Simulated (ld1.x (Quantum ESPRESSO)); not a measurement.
What one change does to a pseudopotential (In (Z = 49), TM)

| Property | Result |
| --- | --- |
| Element | indium |
| Generator | ld1.x (Quantum ESPRESSO) 7.5 |
| Type | norm-conserving Troullier–Martins (Kleinman–Bylander form) |
| Functional | PBE |
| Relativity | non-relativistic |
| Frozen core | [Kr] 4d10 |
| Valence charge | 3 |
| Reference configuration | 5s1.5 5p1.5 |
| Partial waves | 5s (bound): rc 2.20 bohr; 5p (bound): rc 2.55 bohr |
| Local potential | all-electron potential smoothed inside 2.10 bohr (lloc = -1) |
| Core correction | Bessel-smoothed model core inside 1.55 bohr |

Change: core correction Bessel-smoothed model core inside 2.56 bohr.

Cutoffs: the cutoffs (Ry, on a coarse ladder) from which the occupation-weighted sum of valence levels, in a spherical-Bessel basis at the reference potential, stays within 10 and 1 mRy of its value at 400 Ry; they do not see the model core or the augmentation charge, which bear on the density cutoff. Errors are all-electron minus pseudo energies relative to the spin-unpolarised reference configuration.

**Question.** What does the change do?

**Answer.** The potential gets neither clearly harder nor softer (10 Ry and 25 Ry → 10 Ry and 25 Ry); of the 7 tests that both files solve, the error grows in 0 and shrinks in 7 by more than 15 % and 0.3 meV (median size 4.3 → 2.9 meV); neither file shows a bound ghost. A wider model core is smoother and lowers the density cutoff, which this test does not measure.

| quantity | base | changed |
| --- | --- | --- |
| cutoff, loose | 10 Ry | 10 Ry |
| cutoff, tight | 25 Ry | 25 Ry |
| bound ghosts | none | none |
| error for 5s2 5p1, meV [ΔE -2.55 eV] | -2.8 | -2.3 |
| error for 5s2 5p0, meV [ΔE 2.88 eV] | -4.3 | -2.9 |
| error for 5s1 5p0, meV [ΔE 21.25 eV] | -89 | -68 |
| error for 5s2 5p0.5, meV [ΔE -0.57 eV] | -1.9 | -1.3 |
| error for 5s2 5p1.3, meV [ΔE -3.11 eV] | -3.1 | -2.6 |
| error for 5s0 5p3, meV [ΔE 7.98 eV] | -31 | -25 |
| error for 5s1 5p1, meV [ΔE 8.71 eV] | -16 | -13 |
| s: phases at 2.76 bohr within 0.05 rad from the reference energy up to (Ry; the scan ends near 5) | -0.1 | -0.1 |
| p: phases at 2.76 bohr within 0.05 rad from the reference energy up to (Ry; the scan ends near 5) | 1.7 | 1.7 |
